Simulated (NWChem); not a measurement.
System meant: SiN2H4, singlet; SMILES N[Si]N

Input file for NWChem:

```
start job
memory heap 200 mb stack 900 mb global 1100 mb
geometry units angstroms noautosym nocenter noautoz
  Si     0.000000     0.000000    -0.667003
  N      1.334271     0.000000     0.456442
  H      1.302595     0.000000     1.481550
  H      2.296349     0.000000     0.111730
  N     -1.334271     0.000000     0.456442
  H     -2.296349     0.000000     0.111730
  H     -1.302595     0.000000     1.481550
end
basis spherical
  Si library 6-31g*
  N library 6-31g*
  H library 6-31g*
end
dft
  xc m06-l
  iterations 150
end
property
  shielding 4 1 2 3 4
end
task dft property
```

End of the output:

```
 Vector   19  Occ=0.000000D+00  E= 7.281337D-02
              MO Center= -3.3D-07,  4.8D-11,  5.6D-01, r^2= 5.6D+00
   Bfn.  Coefficient  Atom+Function         Bfn.  Coefficient  Atom+Function
  ----- ------------  ---------------      ----- ------------  ---------------
    24      1.059477  2 N  s                 42      1.059476  5 N  s
    13     -0.608356  1 Si pz                36     -0.552013  4 H  s
    52     -0.552014  6 H  s                 10     -0.487824  1 Si s
    34     -0.483560  3 H  s                 54     -0.483560  7 H  s
     9     -0.216743  1 Si pz                20      0.171023  2 N  s

 center of mass
 --------------
 x =  -0.00000000 y =   0.00000000 z =  -0.08394744

 moments of inertia (a.u.)
 ------------------
          80.750984530400           0.000000000000          -0.000000000000
           0.000000000000         308.969743912397           0.000000000000
          -0.000000000000           0.000000000000         228.218759381998

     Multipole analysis of the density
     ---------------------------------

     L   x y z        total         alpha         beta         nuclear
     -   - - -        -----         -----         ----         -------
     0   0 0 0     -0.000000    -16.000000    -16.000000     32.000000

     1   1 0 0      0.000003      0.000002      0.000002      0.000000
     1   0 1 0      0.000000      0.000000      0.000000      0.000000
     1   0 0 1      0.966143      0.257527      0.257527      0.451089

     2   2 0 0    -13.746474    -76.265895    -76.265895    138.785316
     2   1 1 0     -0.000000     -0.000000     -0.000000      0.000000
     2   1 0 1      0.000001      0.000000      0.000000      0.000000
     2   0 2 0    -20.593155    -10.296578    -10.296578      0.000000
     2   0 1 1      0.000000      0.000000      0.000000      0.000000
     2   0 0 2    -18.796965    -33.610656    -33.610656     48.424347

          -----------------------------------------
          Chemical Shielding Tensors (GIAO, in ppm)
          -----------------------------------------

 ------------------------------------------------------------------------
  xm06: d2 not coded                    0
 ------------------------------------------------------------------------
 ------------------------------------------------------------------------
  current input line :
    24: task dft property
 ------------------------------------------------------------------------
 ------------------------------------------------------------------------
 This error has not yet been assigned to a category
 ------------------------------------------------------------------------
 For more information see the NWChem manual at https://nwchemgit.github.io

0: xm06: d2 not coded:Received an Error in Communication
```

Task: Find the fault in this run and fix the input.

Result: The program stopped with an error. Cause: this functional's second derivatives, which shieldings need, aren't coded here; the fix takes a hybrid GGA instead. This input runs:
```
start job
memory heap 200 mb stack 900 mb global 1100 mb
geometry units angstroms noautosym nocenter noautoz
  Si     0.000000     0.000000    -0.667003
  N      1.334271     0.000000     0.456442
  H      1.302595     0.000000     1.481550
  H      2.296349     0.000000     0.111730
  N     -1.334271     0.000000     0.456442
  H     -2.296349     0.000000     0.111730
  H     -1.302595     0.000000     1.481550
end
basis spherical
  * library 6-31g*
end
dft
  xc pbe0
  iterations 150
end
property
  shielding 4 1 2 3 4
end
task dft property
```
It converges to -401.15103 Ha (PBE0/6-31G* (spherical d), GIAO).
